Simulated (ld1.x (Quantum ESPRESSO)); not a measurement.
# What one change does to a pseudopotential (lead (Pb), ultrasoft)

ld1.x (Quantum ESPRESSO) 7.5 input, shortened:

```
&input
   title='Pb', zed=82., rel=1, dft='PZ', iswitch=3,
   config='[Xe] 4f14 5d10 6s2 6p2'
 /
 &inputp
   pseudotype=3, tm=.true., lloc=-1, rcloc=2.30,
   nlcc=.true., rcore=1.85
 /
4
6S  1  0   2.00   0.00  1.60  1.90  0.0
6S  1  0   0.00  -0.45  1.60  1.90  0.0
6P  2  1   2.00   0.00  2.50  3.25  0.0
6P  2  1   0.00   0.75  2.50  3.25  0.0
 &test
   configts(1)='6s2 6p2'
 /
```

Change: core correction a·sin(br)/r model core inside 2.26 bohr.

Cutoffs: the cutoffs (Ry, on a coarse ladder) from which the occupation-weighted sum of valence levels, in a spherical-Bessel basis at the reference potential, stays within 10 and 1 mRy of its value at 400 Ry; they do not see the model core or the augmentation charge, which bear on the density cutoff. Errors are all-electron minus pseudo energies relative to the spin-unpolarised reference configuration.

What does the change do?

The potential gets neither clearly harder nor softer (10 Ry and 21 Ry → 10 Ry and 21 Ry); of the 9 tests that both files solve, the error grows in 1 and shrinks in 3 by more than 15 % and 0.3 meV (median size 19.4 → 17.5 meV); neither file shows a bound ghost. A wider model core is smoother and lowers the density cutoff, which this test does not measure.

| quantity | base | changed |
| --- | --- | --- |
| cutoff, loose | 10 Ry | 10 Ry |
| cutoff, tight | 21 Ry | 21 Ry |
| bound ghosts | none | none |
| error for 6s2 6p1, meV [ΔE 6.83 eV] | -18 | -17 |
| error for 6s2 6p0, meV [ΔE 20.59 eV] | -118 | -113 |
| error for 6s1 6p0, meV [ΔE 53.47 eV] | -599 | -529 |
| error for 6s2 6p1.5, meV [ΔE 2.61 eV] | -3.6 | -3.5 |
| error for 6s1 6p3, meV [ΔE 8.82 eV] | -40 | -31 |
| error for 6s2 6p2.3, meV [ΔE -0.86 eV] | 0.0 | 0.0 |
| error for 6s0 6p4, meV [ΔE 18.03 eV] | -155 | -115 |
| error for 6s2 6p2 (spin-polarised), meV [ΔE -0.45 eV] | -2.2 | +5.6 |
| error for 6s2 6p1 (spin-polarised), meV [ΔE 6.69 eV] | -19 | -15 |
| s: phases at 3.53 bohr within 0.05 rad from the reference energy up to (Ry; the scan ends near 5) | 0.0 | 0.0 |
| p: phases at 3.53 bohr within 0.05 rad from the reference energy up to (Ry; the scan ends near 5) | 2.0 | 2.0 |
| lowest overlap eigenvalue by channel | s 0.48, p 0.45 | s 0.48, p 0.45 |
